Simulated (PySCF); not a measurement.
Polarisability and C₆ of Os (osmium, neutral)

[Xe] 4f14 5d7 6s1, high-spin 5F determinant (an excited configuration). Computed with PySCF 2.14 in aug-cc-pVQZ-PP with ECP60MDF, with a scalar-relativistic core potential. Coupled (time-dependent) response in atomic units; α is the mean over directions.

| method | mean α (bohr³) | C₆ (like pair) | S(−4) |
| --- | --- | --- | --- |
| MN15 | 49.77 | 521.4 | 995.7 |

S(−4) is the Cauchy moment in α(ω) = α(0) + S(−4) ω² + …

Spin-orbit coupling is absent.

α(iu) at MN15:

| u (hartree) | α(iu) (bohr³) |
| --- | --- |
| 0 | 49.77 |
| 0.0500 | 47.44 |
| 0.100 | 41.89 |
| 0.200 | 30.10 |
| 0.300 | 22.11 |
| 0.500 | 13.74 |
| 0.750 | 8.915 |
| 1.00 | 6.367 |
| 1.50 | 3.780 |
| 2.00 | 2.519 |
| 3.00 | 1.346 |
| 5.00 | 0.5611 |

A single London oscillator, α(iu) = α/(1 + u²/ω²), gives C₆ = (3/4) ω α². Matching the computed C₆ needs ω = 4 × 521.4 / (3 × 49.77²) = 0.281 hartree.

Energies and moments cover only the electrons outside the core potential. Spin-orbit coupling, absent here, splits the open shell strongly.
